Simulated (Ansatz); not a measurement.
Reaction (ligand exchange at the Si–C bond): `[SiH3][CH2][GeH2][Cl]` + `N=[C]1[CH2][GeH2]1` → `[SiH3]/N=[C]1/[CH2][GeH2]1` + `[CH3][GeH2][Cl]`

Isolated molecules relaxed with PBE0-D4/def2-TZVP in Ansatz; ΔE leaves out vibrations. CCSD(T)/CBS is the MP2 limit (def2-TZVPP, def2-QZVPP) plus CCSD(T) − MP2 in def2-TZVPP, frozen cores. Functionals use def2-TZVPP. B3LYP here is the variant with VWN-RPA as its local correlation; programs differ in this. For Ge outer-core shells are correlated without core-valence functions, which leaves a few kJ/mol of doubt a bond. Scalar relativity is left out up to krypton. One conformer a species, not always the lowest.

| species | B3LYP energy (Eh) |
| --- | --- |
| `[SiH3][CH2][GeH2][Cl]` | -2869.18338 |
| `N=[C]1[CH2][GeH2]1` | -2210.98692 |
| `[SiH3]/N=[C]1/[CH2][GeH2]1` | -2501.73254 |
| `[CH3][GeH2][Cl]` | -2578.46034 |

**Question.** Work out ΔE.

**Answer.** ΔE = (-2501.73254) + (-2578.46034) − (-2869.18338) − (-2210.98692) = -0.02258 Eh = -0.61 eV. CCSD(T)/CBS gives -0.51 eV.

Largest T1 diagnostic among the species: 0.014.

In def2-TZVPP, CCSD(T) changes the Hartree–Fock value by +0.09 eV (the triples alone add −0.01 eV) and MP2 by +0.03 eV.
